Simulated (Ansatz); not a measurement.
C3H7AlSn at its PBE0-D4/def2-TZVP geometry, where that method's forces vanish. Charge 0, multiplicity 1. Sn: def2 effective core potential. The bonds changed during the relaxation, so this is another structure than the one it started from.

```xyz
12

Al    0.6157    1.4135   -0.8310
C     1.7184    0.9313    1.0221
C     0.6837    0.0740    0.7361
C    -0.2767   -0.3188    0.0232
Sn   -1.7855   -1.7651   -0.1776
H     1.4934    1.0611   -2.0985
H    -0.2762    2.7021   -0.6188
H     1.5834    1.6642    1.8115
H     2.7358    0.5948    0.8483
H    -1.5052   -2.5844   -1.6415
H    -3.2716   -0.9392   -0.2213
H    -1.7153   -2.8335    1.1475
```

**Question.** What forces (eV/Å) does r2SCAN-D4/def2-TZVPP give on these atoms in Ansatz? (An estimate is asked.)

**Answer.** Computed: 
```
Al1 -0.006  0.001 -0.010
C2   0.049  0.091 -0.040
C3   0.191  0.011  0.215
C4  -0.216 -0.043 -0.210
Sn5 -0.049 -0.050 -0.002
H6  -0.015  0.013  0.024
H7   0.022 -0.022 -0.007
H8   0.015 -0.017  0.005
H9  -0.005  0.002  0.021
H10  0.000  0.011  0.010
H11  0.015 -0.003 -0.002
H12  0.001  0.006 -0.006
```
